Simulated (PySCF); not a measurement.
Delta-SCF ions had no search for a lower state. Excitations are Tamm–Dancoff values on a coarser integration grid. The basis has no diffuse functions, so Rydberg states are missing or too high.

**C8H10SSi, SMILES `C=C([SiH3])c1ccc(S)cc1` (Si–C–C–C torsion -148°, C–C–S–H torsion -2°) (charge 0, multiplicity 1)**

The numbers are results of ωB97X-D3(BJ)/def2-TZVP // B3LYP-D3(BJ)/def2-SVP run with PySCF, not measurements.

```json
{
 "HOMO": "-8.33 eV",
 "dipole_moment": "1.41 D",
 "HOMO–LUMO gap": "9.04 eV",
 "LUMO": "0.71 eV",
 "S1 excitation (TDA)": "4.98 eV",
 "S1 oscillator strength": "0.058",
 "brightest of the four lowest singlets (TDA)": "5.14 eV",
 "T1 excitation (TDA)": "3.35 eV",
 "S1–T1 gap (TDA)": "1.63 eV",
 "vertical ionisation energy (Delta-SCF)": "8.05 eV",
 "vertical electron affinity (Delta-SCF)": "-0.34 eV",
 "total_energy": "-27180.21 eV",
 "cost": "very roughly 29 core-minutes"
}
```

```xyz
20

C      1.8028     1.7729    -1.0629
C      1.5491     0.6561    -0.3518
Si     3.0150    -0.3549     0.2803
C      0.1670     0.1904    -0.0790
C     -0.8854     0.4346    -0.9816
C     -2.1841     0.0055    -0.7220
C     -2.4786    -0.6938     0.4594
S     -4.1053    -1.2805     0.8632
C     -1.4389    -0.9579     1.3642
C     -0.1426    -0.5280     1.0910
H      2.8239     2.0922    -1.2889
H      1.0002     2.4198    -1.4346
H      3.0864    -0.3484     1.7725
H      4.2701     0.2420    -0.2584
H      2.9015    -1.7770    -0.1574
H     -0.6784     0.9524    -1.9203
H     -2.9724     0.2060    -1.4515
H     -4.7276    -0.7870    -0.2306
H     -1.6449    -1.5031     2.2883
H      0.6424    -0.7414     1.8203
```
Charge 0, spin multiplicity 1.
